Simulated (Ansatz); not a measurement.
`[BH2][Zn][F]` + `CBS` → `BSBC` + `[F][ZnH]` at 298.15 K and 1 bar (cleavage of the B–Zn bond).

Computed with Ansatz on PBE0-D4/def2-TZVP structures; ΔE is electronic, products minus reactants. CCSD(T)/CBS adds triple-zeta CCSD(T) − MP2 to the extrapolated MP2 energy (def2 sets, frozen cores). For Zn outer-core shells are correlated without core-valence functions, which leaves a few kJ/mol of doubt a bond. Scalar relativity is left out up to krypton. One conformer a species, not always the lowest.

```json
{"species": "`[BH2][Zn][F]`", "CCSD(T)/CBS energy (Eh)": "-1904.16040", "H − E (kJ/mol)": "70.6", "S (J/(mol·K))": "282.2"}
{"species": "`CBS`", "CCSD(T)/CBS energy (Eh)": "-463.66090", "H − E (kJ/mol)": "169.8", "S (J/(mol·K))": "285.8"}
{"species": "`BSBC`", "CCSD(T)/CBS energy (Eh)": "-489.06011", "H − E (kJ/mol)": "207.6", "S (J/(mol·K))": "323.5"}
{"species": "`[F][ZnH]`", "CCSD(T)/CBS energy (Eh)": "-1878.79355", "H − E (kJ/mol)": "32.0", "S (J/(mol·K))": "233.4"}
```

H − E and S are ideal-gas, rigid-rotor, harmonic terms from PBE0-D4/def2-TZVP, for one conformer and one mirror image of each species. 1 Eh = 2625.50 kJ/mol, R = 8.31446 J/(mol·K).

Q: By hand: ΔE, ΔH, ΔS and ΔG.

A: ΔE = (-489.06011) + (-1878.79355) − (-1904.16040) − (-463.66090) = -0.03236 Eh = -85.0 kJ/mol. Δ(H − E) = 207.6 + 32.0 − 70.6 − 169.8 = -0.8, so ΔH = -85.8 kJ/mol. ΔS = 323.5 + 233.4 − 282.2 − 285.8 = -11.1 J/(mol·K). ΔG = -85.8 − 298.15 × (-11.1)/1000 = -82.5 kJ/mol.

Q: By hand: the equilibrium constant, and the temperature at which ΔG would vanish if ΔH and ΔS stayed fixed.

A: log₁₀ K = −ΔG/(RT ln 10) = 14.5. ΔG = 0 at ΔH/ΔS = 7730 K, far beyond where these terms or the molecules hold.

The number of gas molecules stays the same, so ΔS is small and ΔH decides. A doubt of 5 kJ/mol in ΔE shifts log₁₀ K by 0.9 here. Other conformers and mirror images would add mixing entropy, several J/(mol·K) or more a flexible species. These are equilibria of isolated gas molecules and say nothing of rates. Largest T1 diagnostic: 0.018 (customary marks: 0.02 for closed shells, 0.045 for open ones).
